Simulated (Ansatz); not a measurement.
System: Hg₂, charge 2, multiplicity 1. 
Geometry from a B3LYP-D3(BJ)/def2-TZVP (Ansatz, a first-principles code) optimisation:
```
Hg
Hg 1 2.7178
```
Charge +2, spin multiplicity 1.

Wanted: vertical ionisation energy (to the doublet state of charge +3; each state is the SCF solution reached for its spin), in eV. Cores are frozen in the correlated levels unless marked. Open shells are spin-unrestricted. Spin-orbit coupling is left out. Frozen are the shells of the preceding noble gas and the d and f shells that filled before the atom's block. Past Kr the def2 sets carry scalar-relativistic core potentials. CBS(X,Y): correlation extrapolated as X^-3; Hartree-Fock from the larger set.

| level | program | vertical ionisation energy (eV) | minus last row |
|---|---|---|---|
| SVWN5/def2-TZVPD | Ansatz | 24.33 | 1.04 |
| PBE/def2-TZVPD | Ansatz | 23.85 | 0.56 |
| r2SCAN/def2-TZVPD | Ansatz | 23.66 | 0.37 |
| B3LYP/def2-TZVPD | Ansatz | 23.72 | 0.43 |
| PBE0/def2-TZVPD | Ansatz | 23.47 | 0.18 |
| BHLYP/def2-TZVPD | Ansatz | 23.11 | -0.18 |
| CAM-B3LYP/def2-TZVPD | Ansatz | 23.49 | 0.20 |
| wB97M-V/def2-TZVPD | Ansatz | 23.11 | -0.18 |
| wB97X-V/def2-TZVPD | Ansatz | 23.13 | -0.16 |
| CCSD/def2-SVPD | Ansatz | 22.99 | -0.30 |
| CCSD/def2-QZVPPD | Ansatz | 23.04 | -0.25 |
| CCSD/CBS(def2-TZVPPD,def2-QZVPPD) | Ansatz | 23.08 | -0.21 |
| CCSD(T)/def2-TZVPPD | Ansatz | 23.17 | -0.12 |
| CCSD(T)/def2-QZVPPD | Ansatz | 23.23 | -0.06 |
| CCSD(T)/CBS(def2-TZVPPD,def2-QZVPPD) | Ansatz | 23.29 | 0.00 |
